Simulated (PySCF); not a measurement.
This PySCF input asks for the NMR shieldings of `InChI=1S/C5H13NOSi/c1-4(2-6)5(7)3-8/h4H,2-3,6H2,1,8H3/t4-/m1/s1`; the geometry comes from GFN2-xTB.

```python
import basis_set_exchange as bse
import numpy as np
from pyscf import gto, dft
from pyscf.prop import nmr

atoms = """
C    -1.256085   -1.805910    0.107532
C    -1.074319   -0.345333    0.497323
C    -1.681400    0.599687   -0.586734
N    -1.778979    1.987582   -0.216433
C     0.357968    0.095750    0.674618
O     0.620448    1.068602    1.355417
C     1.449643   -0.594007   -0.069755
Si    2.994755    0.516108    0.113141
H    -0.823851   -2.009939   -0.868821
H    -0.788794   -2.461302    0.839495
H    -2.316486   -2.045744    0.063656
H    -1.605186   -0.145725    1.436039
H    -2.686943    0.241481   -0.824556
H    -1.074629    0.533292   -1.495210
H    -2.394244    2.100040    0.582671
H    -0.869943    2.352398    0.051937
H     1.610365   -1.578985    0.370213
H     1.156154   -0.765696   -1.105268
H     2.692944    1.838860   -0.423720
H     3.416418    0.548847    1.508194
H     4.043242   -0.113064   -0.700804
"""
names = dict.fromkeys(["C", "N", "O", "Si", "H"], "pcSseg-1")
basis = {el: gto.basis.parse(bse.get_basis(n, elements=[el], fmt="nwchem")) for el, n in names.items()}
mol = gto.M(atom=atoms, basis=basis, charge=0, verbose=0)
mf = dft.RKS(mol, xc="PBE0")
mf.grids.level = 2
mf.grids.alignment = dft.numint.BLKSIZE   # the property module wants whole blocks of grid points
mf.conv_tol = 1e-9
mf.kernel()

calc = nmr.RKS(mf)   # GIAO
C = mf.mo_coeff
Co = C[:, mf.mo_occ > 0]
resp = mf.gen_response(singlet=True, hermi=2)
def vind(x):   # induced exchange potential for any number of trial vectors
    d = np.einsum("pi,xij,qj->xpq", C, 2 * x.reshape(-1, C.shape[1], Co.shape[1]), Co, optimize=True)
    return np.einsum("xpq,pi,qj->xij", resp(d - d.transpose(0, 2, 1)), C, Co, optimize=True).ravel()
mo1, _ = nmr.rhf.solve_mo1(calc, with_cphf=vind)
sigma = calc.kernel(mo1)
for i, s in enumerate(sigma):   # ppm
    w = np.linalg.eigvalsh((s + s.T) / 2)
    print("%2d %-2s iso %8.1f  s11 %8.1f  s22 %8.1f  s33 %8.1f" % (i, mol.atom_pure_symbol(i), w.mean(), *w))
```

Q: What does it print?

A: 
```
 0 C  iso    170.0  s11    157.3  s22    169.0  s33    183.9
 1 C  iso    128.2  s11    111.7  s22    130.4  s33    142.4
 2 C  iso    134.4  s11    102.6  s22    138.4  s33    162.3
 3 N  iso    229.0  s11    204.2  s22    220.7  s33    262.0
 4 C  iso    -37.4  s11   -108.5  s22   -103.7  s33    100.1
 5 O  iso   -341.8  s11   -924.7  s22   -407.0  s33    306.4
 6 C  iso    162.3  s11    142.1  s22    151.5  s33    193.4
 7 Si iso    430.6  s11    405.4  s22    426.8  s33    459.5
 8 H  iso     30.6  s11     27.5  s22     29.4  s33     34.8
 9 H  iso     30.4  s11     26.4  s22     27.9  s33     36.9
10 H  iso     30.6  s11     26.0  s22     28.4  s33     37.3
11 H  iso     29.7  s11     25.9  s22     30.0  s33     33.4
12 H  iso     28.8  s11     23.0  s22     30.3  s33     33.2
13 H  iso     29.4  s11     24.9  s22     30.5  s33     32.8
14 H  iso     31.5  s11     25.1  s22     28.2  s33     41.3
15 H  iso     30.3  s11     22.7  s22     29.6  s33     38.5
16 H  iso     29.7  s11     24.7  s22     30.7  s33     33.6
17 H  iso     29.5  s11     25.3  s22     31.1  s33     32.0
18 H  iso     27.9  s11     24.4  s22     26.8  s33     32.6
19 H  iso     27.6  s11     24.4  s22     25.7  s33     32.8
20 H  iso     28.0  s11     24.7  s22     25.9  s33     33.5
```

These numbers come from an equivalent density-fitted implementation of the same equations, which agrees with the script to about 0.01 ppm for H and up to a few tenths of a ppm for heavy atoms, so last digits may differ.

Q: Turn these shieldings into chemical shifts. Shifts are taken against calculated references (same method and geometry level): TMS for $^{13}$C (σref 186.93), $^{29}$Si (σref 349.16), $^{1}$H (σref 31.72); NH3 for $^{15}$N (σref 267.73); $^{17}$O (σref 336.08) vs H2O.

A: Averaging equivalent atoms: C 4: 224.3; C 1: 58.7; C 2: 52.5; C 6: 24.6; C 0: 16.9; N 3: 38.7; O 5: 677.9; Si 7: -81.4; H 18/19/20: 3.86; H 12: 2.88; H 13: 2.33; H 17: 2.26; H 16: 2.01; H 11: 1.97; H 8/9/10: 1.19; H 14/15: 0.82 ppm. Unscaled 17O shifts of doubly bonded oxygen tend to come out too high, by tens of ppm or more. Experimental scales use liquid or dissolved standards, which lie at an offset from isolated NH3 (liquid NH3: subtract about 20 ppm) and H2O (liquid H2O: subtract about 36 ppm).

Size and cost of the density-fitted run: 208 basis functions, 110 s wall time on 1 thread of an Intel Xeon, shared host; peak memory 0.94 GiB.
